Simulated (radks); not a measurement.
Effect of the nuclear size on the tin ion Sn+, [Kr] 4d10 5s2 5p1. Calculated with a radial shooting solver on a logarithmic mesh with Libxc functionals: Dirac Kohn-Sham, BLYP, spin-unpolarised, spherical densities, finite nucleus; open shells fill j = l - 1/2 first; Fermi nuclear charge, rms radius 4.6519 fm. The rms radius is varied about that value; shifts are against it.

rms radius (fm),total energy shift (eV),density at nucleus (e/bohr^3),1s1/2 shift (meV),2s1/2 shift (meV),3p1/2 shift (meV),4s1/2 shift (meV),4p1/2 shift (meV),5s1/2 shift (meV),5p1/2 shift (meV)
4.103,-0.915,1.949e+05,-384,-43.9,0.509,-1.63,0.150,-0.147,0.037
4.3356,-0.539,1.933e+05,-226,-25.9,0.300,-0.959,0.089,-0.087,0.022
4.6519,0,1.912e+05,0.000,0.000,0.000,0.000,0.000,0.000,0.000
5.0799,0.781,1.886e+05,328,37.5,-0.434,1.39,-0.128,0.126,-0.031
5.4474,1.50,1.866e+05,628,71.9,-0.833,2.66,-0.246,0.241,-0.060

Slopes of the eigenvalues against <r^2> in GHz/fm^2, as finite differences over the two radii next to the reference (eigenvalue slopes, not the field-shift constants of lines): 1s1/2 19100, 2s1/2 2190, 3p1/2 -25.3, 4s1/2 81.0, 4p1/2 -7.48, 5s1/2 7.33, 5p1/2 -1.82.
